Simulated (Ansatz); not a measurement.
CH$_{3}$Cu (`[CH3][Cu]`), relaxed with RKS PBE0-D4/def2-TZVP in the Gaussian-basis code of Ansatz from a PBE-D4/def2-SVP geometry. The force threshold is 0.005 eV/Å; the program also tests the step.

Total charge 0; spin multiplicity 1.

Start:

```xyz
5

C     0.055    0.106    0.109
Cu   -0.578   -1.131   -1.160
H     0.313    1.051   -0.411
H     0.953   -0.316    0.604
H    -0.743    0.289    0.858
```

```tsv
step	energy (eV)	largest force (eV/Å)	largest move (Å)
1	-45718.5835	0.662	0.000
2	-45718.5986	0.309	0.014
3	-45718.6005	0.095	0.011
4	-45718.6007	0.004	0.004
5	-45718.6007	0.001	0.001
```

End:

```xyz
5

C     0.057    0.112    0.115
Cu   -0.582   -1.138   -1.167
H     0.312    1.041   -0.398
H     0.941   -0.305    0.600
H    -0.728    0.291    0.851
```

It took 10 s on 2 threads of a server CPU on a shared host, with 0.17 GiB of host memory at the peak.
